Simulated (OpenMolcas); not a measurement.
## Au4+: moving or changing the point charges

Au4+ among 6 point charges of -1.7 e arranged as an octahedron (Oh), 1.91 Å from the ion.

```
Program             : OpenMolcas 26.06
Method              : SS-CASPT2, IPEA 0.25 Eh, imaginary shift 0.1 Eh (closed shells correlated: 5s 5p)
Basis               : ANO-RCC-VDZP [7s6p4d2f]
Scalar Hamiltonian  : DKH2, point nucleus
Active space        : 7 electrons in 5 orbitals (5d)
State averaging     : 2S+1 = 4 even, 10 roots; 2S+1 = 2 even, 40 roots
Spin-orbit coupling : state interaction with AMFI integrals over the reference wave functions
```

Runs around this geometry, states (labels of O, the rotations of Oh). Energies in cm-1 above the lowest state or level, χT in cm3 K/mol; under a threefold ground state the first gap can be a small split of the lowest multiplet, not the spin-orbit step; 10Dq and B are least-squares fits to the states below 45000 cm-1, weighted by degeneracy, with a free offset, and given where the rms deviation is under 5 % of |10Dq| (or 100 cm-1) and under 700 cm-1.

```
R (Å)  q (e)  Ground state  First state of that spin   10Dq  B (rms of fit)  First gap with spin-orbit (degeneracies)  χT at 300 K  First state of another spin
 1.91  -1.36           4T1                  4T2 6450   6966       850 (334)                                970 (2, 4)        3.366                     2E 11510
 1.82   -1.7           4T1                 4T2 10100  10904       845 (378)                                910 (2, 4)        3.234                      2E 7830
 1.91   -1.7           4T1                  4T2 7950   8726       846 (353)                                980 (2, 4)        3.288                      2E 9890
 2.12   -1.7           4T1                  4T2 4680                                                       800 (2, 4)        3.603                     2E 12850
```

Taking the first state of the same spin as R^-n, n = -ln(4680 / 10100) / ln(2.12 / 1.82) = 5.0 between the shortest and longest distance.

Scaling the charges by -1.36 / -1.7 = 0.80 scales |10Dq| by 6966 / 8726 = 0.80; with fixed orbitals a first-order splitting would follow the charge.

Roots that are degenerate in the reference are averaged as groups; the widest CASPT2 spread within a group is 310 cm-1 (the 3-fold group of multiplicity 4 near 7950 cm-1 above the lowest state of its run, R = 1.91, q = -1.7). Shifts and gaps below about the spread of the groups concerned are not significant. An orbital triplet at a regular site is open to Jahn-Teller coupling, which can distort the site and quench the lowest spin-orbit gaps and is left out. This shell can be high or low spin here, a state of another spin lies low, and with metal d orbitals alone active their balance is uncertain, so the ground spin may be wrong. Point charges give a weaker field than real ligands, and real ions of this kind are as a rule low spin; the high spin found here belongs to the model. Free-ion shares, where given, are those of the reference states; single-state CASPT2 does not remix them. This field is weak: 10Dq is about 6966 cm-1, while octahedral complexes of 5d ions of charge 3 and more, computed by the same method with explicit ligands, had a median near 35000 cm-1. Ground spin and moment need not be those of a real site (figures for R = 1.91, q = -1.36; the like holds for R = 1.82, q = -1.7, R = 1.91, q = -1.7, R = 2.12, q = -1.7). Point charges carry no covalency, so the field is a model and not that of real ligands. No measured value stands beside these numbers.
